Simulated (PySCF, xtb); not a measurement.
C4H6O2, SMILES CC1OC=CO1. One conformer was computed; it need not be the lowest.

Harmonic wavenumbers (cm⁻¹) from GFN2-xTB run with xtb at its own minimum, in rising order: 114, 174, 325, 484, 488, 712, 721, 774, 831, 867, 915, 990, 1069, 1070, 1085, 1102, 1177, 1178, 1286, 1323, 1382, 1465, 1473, 1676, 2810, 3044, 3056, 3061, 3194, 3211.

### Question
What does PBE-D3(BJ)/def2-SVP in PySCF give at its own minimum? (An estimate is asked for; the answer gives what the named calculation found.)

### Answer
78, 241, 338, 468, 512, 671, 711, 753, 820, 823, 883, 987, 1030, 1061, 1083, 1101, 1185, 1232, 1316, 1339, 1351, 1404, 1407, 1645, 2957, 2984, 3088, 3089, 3209, 3234. Paired by order, the mean absolute difference is 32 cm⁻¹ and the zero-point energies are 58.7 and 58.6 kcal/mol.
